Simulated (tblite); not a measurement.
A geometry optimisation, step by step.

Compound: C₈H₁₃NO.
SMILES with atom numbers: `[CH3:1][CH2:2][CH2:3][C@@H:4]1[CH:5]=[CH:6][C@@H:7]1[NH:8][CH:9]=[O:10]` (hydrogens: H11, H12, H13 on C1; H14, H15 on C2; H16, H17 on C3; H18 on C4; H19 on C5; H20 on C6; H21 on C7; H22 on N8; H23 on C9)

Computed with GFN2-xTB (tblite), gas phase: L-BFGS steps from a force-field or distance-geometry start until the largest atomic force falls under 0.01 eV/Å. 7 of its 70 geometries are shown.

Step 0: E = -834.5565 eV, largest atomic force 4.177 eV/Å
```
atom  x, y, z in Å  |  force x, y, z in eV/Å
C1      2.777    1.026   -0.014    0.756   0.422   0.329
C2      1.620    0.165    0.421    0.355  -0.185   1.483
C3      0.847   -0.435   -0.714    0.271   0.159  -0.844
C4     -0.256   -1.255   -0.109    1.528  -1.836   0.164
C5     -1.128   -1.921   -1.081   -1.461  -1.063  -1.576
C6     -2.257   -1.289   -0.699    1.186  -1.589  -1.040
C7     -1.498   -0.555    0.338   -1.193   1.494   1.462
N8     -1.495    0.859    0.085   -0.759   3.301   2.232
C9     -1.801    1.747    1.149   -0.451  -2.709   2.173
O10    -2.077    1.335    2.320    0.955   1.192  -3.888
H11     3.252    1.538    0.854   -0.411  -0.285  -0.533
H12     2.433    1.799   -0.718    0.372  -0.373   0.124
H13     3.551    0.368   -0.436   -0.264   0.519  -0.247
H14     2.035   -0.694    1.032   -0.492   0.934  -0.346
H15     0.919    0.757    1.056    0.497  -0.435  -0.272
H16     1.492   -1.093   -1.331   -0.231   0.326   0.225
H17     0.432    0.357   -1.382    0.344  -0.558   0.342
H18     0.171   -1.984    0.644   -0.271   0.748  -0.555
H19    -0.917   -2.662   -1.864   -0.110   0.388   0.503
H20    -3.251   -1.376   -1.074   -0.334   0.281   0.228
H21    -1.749   -0.793    1.400   -0.116   0.730  -0.627
H22    -1.297    1.296   -0.842   -0.312  -0.933   1.164
H23    -1.806    2.838    0.976    0.142  -0.526  -0.501
```

Step 12: E = -835.3960 eV, largest atomic force 0.276 eV/Å
```
atom  x, y, z in Å  |  force x, y, z in eV/Å
C1      2.814    1.040   -0.011    0.045   0.025   0.014
C2      1.659    0.168    0.455   -0.015  -0.001   0.019
C3      0.887   -0.452   -0.707   -0.019  -0.034   0.003
C4     -0.250   -1.304   -0.160   -0.005   0.018   0.063
C5     -1.167   -1.974   -1.149   -0.024  -0.034  -0.006
C6     -2.257   -1.328   -0.748   -0.008   0.016  -0.026
C7     -1.538   -0.539    0.318    0.006  -0.046   0.039
N8     -1.552    0.889    0.173   -0.028   0.036   0.082
C9     -1.818    1.715    1.202    0.020  -0.001  -0.117
O10    -2.070    1.387    2.331   -0.022  -0.161   0.178
H11     3.265    1.544    0.839    0.055   0.036   0.024
H12     2.474    1.794   -0.716   -0.025   0.015   0.001
H13     3.579    0.439   -0.495    0.005  -0.018  -0.044
H14     2.039   -0.635    1.092    0.033   0.049  -0.033
H15     0.969    0.758    1.060    0.020   0.051  -0.001
H16     1.553   -1.073   -1.312   -0.010  -0.035   0.063
H17     0.492    0.328   -1.366    0.061  -0.047   0.052
H18     0.147   -1.976    0.609   -0.060   0.001  -0.100
H19    -0.963   -2.733   -1.885   -0.051   0.029   0.021
H20    -3.293   -1.329   -1.031    0.004  -0.036  -0.034
H21    -1.839   -0.735    1.353    0.033  -0.083  -0.088
H22    -1.352    1.276   -0.734   -0.028  -0.042  -0.023
H23    -1.782    2.768    0.891    0.012   0.261  -0.088
```

Step 23: E = -835.4120 eV, largest atomic force 0.056 eV/Å
```
atom  x, y, z in Å  |  force x, y, z in eV/Å
C1      2.825    1.050   -0.018    0.009   0.004  -0.019
C2      1.672    0.180    0.465   -0.006   0.009   0.020
C3      0.898   -0.463   -0.685    0.010  -0.009  -0.008
C4     -0.261   -1.302   -0.164   -0.002  -0.021  -0.009
C5     -1.177   -1.964   -1.165    0.012  -0.011   0.030
C6     -2.268   -1.319   -0.764    0.011  -0.012  -0.008
C7     -1.550   -0.543    0.313   -0.023   0.013   0.002
N8     -1.564    0.888    0.185   -0.008   0.020  -0.011
C9     -1.821    1.720    1.210   -0.008   0.025   0.037
O10    -2.059    1.391    2.344    0.021  -0.047  -0.023
H11     3.301    1.549    0.824    0.008  -0.011   0.009
H12     2.474    1.813   -0.709   -0.031   0.016  -0.012
H13     3.575    0.450   -0.526    0.007  -0.026  -0.033
H14     2.064   -0.605    1.114    0.014  -0.023   0.014
H15     0.990    0.785    1.064   -0.041   0.030   0.012
H16     1.565   -1.109   -1.261    0.035  -0.026   0.002
H17     0.531    0.309   -1.363   -0.002   0.010  -0.020
H18     0.116   -1.997    0.590    0.000  -0.017   0.030
H19    -0.991   -2.736   -1.890    0.026   0.041  -0.023
H20    -3.303   -1.338   -1.052    0.007   0.021  -0.001
H21    -1.848   -0.772    1.337   -0.029  -0.002   0.043
H22    -1.387    1.259   -0.735   -0.012   0.035   0.000
H23    -1.788    2.783    0.897    0.003  -0.021  -0.033
```

Step 34: E = -835.4187 eV, largest atomic force 0.043 eV/Å
```
atom  x, y, z in Å  |  force x, y, z in eV/Å
C1      2.821    1.052   -0.035   -0.006  -0.006  -0.012
C2      1.673    0.191    0.478    0.005   0.009   0.010
C3      0.909   -0.484   -0.660    0.015   0.014   0.000
C4     -0.266   -1.305   -0.148    0.004   0.016   0.012
C5     -1.167   -1.949   -1.171   -0.005  -0.014  -0.004
C6     -2.264   -1.312   -0.776    0.001   0.017  -0.001
C7     -1.560   -0.543    0.315   -0.001   0.011   0.007
N8     -1.578    0.888    0.181    0.011   0.004   0.011
C9     -1.818    1.712    1.217    0.006   0.005   0.003
O10    -2.025    1.367    2.353    0.011   0.003  -0.006
H11     3.337    1.531    0.794   -0.009  -0.014  -0.021
H12     2.453    1.828   -0.703   -0.009   0.005   0.009
H13     3.539    0.446   -0.583    0.004  -0.001   0.000
H14     2.072   -0.578    1.143   -0.012   0.001   0.017
H15     0.988    0.808    1.061   -0.010   0.002   0.006
H16     1.586   -1.152   -1.200    0.000  -0.006  -0.015
H17     0.562    0.268   -1.372   -0.012   0.008  -0.004
H18     0.092   -2.005    0.611   -0.002  -0.008   0.004
H19    -0.963   -2.688   -1.923    0.015  -0.037  -0.015
H20    -3.295   -1.321   -1.077    0.001   0.003  -0.013
H21    -1.872   -0.766    1.337   -0.007  -0.011  -0.001
H22    -1.429    1.266   -0.741    0.004  -0.002   0.011
H23    -1.802    2.774    0.908   -0.004   0.002   0.003
```

Step 46: E = -835.4203 eV, largest atomic force 0.019 eV/Å
```
atom  x, y, z in Å  |  force x, y, z in eV/Å
C1      2.813    1.050   -0.041   -0.004  -0.003  -0.004
C2      1.667    0.195    0.483   -0.006   0.000  -0.006
C3      0.908   -0.486   -0.654   -0.004  -0.002  -0.003
C4     -0.265   -1.309   -0.140    0.003  -0.004  -0.011
C5     -1.159   -1.955   -1.170    0.002  -0.011   0.007
C6     -2.255   -1.306   -0.791    0.010   0.006  -0.013
C7     -1.560   -0.543    0.310    0.005  -0.010   0.004
N8     -1.569    0.890    0.188   -0.016  -0.007  -0.005
C9     -1.807    1.712    1.226    0.003  -0.003  -0.007
O10    -2.001    1.368    2.364    0.001  -0.009  -0.003
H11     3.347    1.521    0.781   -0.005  -0.001  -0.010
H12     2.437    1.831   -0.699    0.007   0.010   0.009
H13     3.517    0.442   -0.605    0.005  -0.002   0.008
H14     2.059   -0.568    1.159    0.005   0.009  -0.008
H15     0.979    0.819    1.057    0.005  -0.002   0.006
H16     1.586   -1.152   -1.196    0.003   0.000   0.012
H17     0.557    0.264   -1.366   -0.011  -0.005   0.005
H18     0.091   -2.009    0.622   -0.003   0.018  -0.005
H19    -0.948   -2.702   -1.913   -0.008  -0.001   0.006
H20    -3.281   -1.306   -1.110    0.006   0.007  -0.001
H21    -1.884   -0.774    1.327   -0.011   0.002   0.010
H22    -1.427    1.272   -0.733    0.001  -0.001  -0.001
H23    -1.806    2.774    0.913    0.011   0.008   0.012
```

Step 58: E = -835.4212 eV, largest atomic force 0.020 eV/Å
```
atom  x, y, z in Å  |  force x, y, z in eV/Å
C1      2.809    1.054   -0.047   -0.001  -0.003   0.000
C2      1.662    0.203    0.483   -0.005  -0.008  -0.006
C3      0.902   -0.487   -0.649   -0.009  -0.011  -0.007
C4     -0.267   -1.313   -0.132   -0.015   0.001   0.002
C5     -1.155   -1.964   -1.164   -0.001   0.007  -0.007
C6     -2.250   -1.302   -0.806    0.002   0.002   0.002
C7     -1.566   -0.544    0.304   -0.016   0.009  -0.005
N8     -1.574    0.889    0.186    0.003   0.003   0.001
C9     -1.795    1.706    1.232    0.002   0.001   0.006
O10    -1.984    1.355    2.369    0.001  -0.001  -0.005
H11     3.352    1.516    0.773   -0.001   0.011   0.000
H12     2.436    1.841   -0.699   -0.005   0.003   0.005
H13     3.505    0.442   -0.618    0.006  -0.002   0.000
H14     2.058   -0.556    1.161    0.003  -0.003   0.000
H15     0.976    0.828    1.058    0.001   0.006  -0.008
H16     1.584   -1.152   -1.186    0.007  -0.013   0.001
H17     0.546    0.256   -1.367   -0.001   0.014   0.007
H18     0.089   -2.003    0.637   -0.001   0.001   0.002
H19    -0.944   -2.719   -1.899    0.007  -0.003   0.003
H20    -3.272   -1.290   -1.141    0.015  -0.013   0.003
H21    -1.903   -0.779    1.316    0.001   0.006  -0.001
H22    -1.427    1.274   -0.733   -0.001   0.005   0.006
H23    -1.786    2.772    0.930    0.009  -0.011   0.000
```

Step 69: E = -835.4217 eV, largest atomic force 0.009 eV/Å
```
atom  x, y, z in Å  |  force x, y, z in eV/Å
C1      2.807    1.056   -0.051   -0.006  -0.002   0.003
C2      1.660    0.205    0.482   -0.003  -0.003   0.001
C3      0.899   -0.489   -0.647    0.000  -0.002  -0.002
C4     -0.272   -1.312   -0.127   -0.002   0.004   0.005
C5     -1.151   -1.970   -1.160   -0.002   0.005  -0.007
C6     -2.248   -1.303   -0.817   -0.002   0.004   0.002
C7     -1.574   -0.541    0.296   -0.001   0.003   0.004
N8     -1.578    0.892    0.184   -0.001   0.003   0.001
C9     -1.784    1.703    1.238    0.001  -0.001  -0.002
O10    -1.975    1.344    2.372    0.003  -0.003   0.004
H11     3.349    1.519    0.770   -0.002   0.004  -0.005
H12     2.431    1.845   -0.700    0.003  -0.005  -0.002
H13     3.504    0.447   -0.622   -0.006   0.002   0.004
H14     2.057   -0.552    1.162    0.001   0.000   0.000
H15     0.974    0.832    1.053    0.003  -0.002   0.004
H16     1.578   -1.158   -1.183    0.008   0.001  -0.001
H17     0.543    0.254   -1.365    0.001  -0.002  -0.003
H18     0.082   -1.996    0.648    0.002   0.003   0.002
H19    -0.934   -2.730   -1.887    0.003  -0.006  -0.003
H20    -3.266   -1.295   -1.160   -0.003  -0.003   0.000
H21    -1.919   -0.777    1.306   -0.001  -0.005   0.000
H22    -1.427    1.283   -0.731    0.003   0.001  -0.001
H23    -1.759    2.770    0.946    0.001   0.002  -0.003
```

Problem. Summarise the path.

Solution. The energy falls by 0.8652 eV from step 0 to step 69; nine tenths of that is first reached at step 6. It falls at every step. The largest force goes from 4.177 to 0.009 eV/Å. Among the bonds C4–C7 changes most, from 1.494 to 1.571 Å; the atoms move by 0.126 Å rms after alignment.

What follows is the cost of the whole relaxation. The run took 1.0 s on Intel Xeon, one thread (shared host).
